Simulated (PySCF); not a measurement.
Correlation energy of V²⁺ (vanadium, charge +2)

[Ar] 3d2 4s1, high-spin 4F determinant (an excited configuration). All numbers are calculated (PySCF 2.14, the spin-free X2C one-electron Hamiltonian (Gaussian nucleus), in aug-cc-pVDZ-DK (7s6p4d2f, 59 functions)). Frozen: [Ar]; 3 electrons correlated.

```tsv
level	correlation energy (mhartree)
CCSD	-8.82
(T)	-0.03
CCSD(T)	-8.85
```

Diagnostics: T1 = 0.0028, D1 = 0.0043, largest double amplitude 0.021.

Cost of the coupled-cluster step: about 2.5 core-seconds, for 3 correlated electrons.
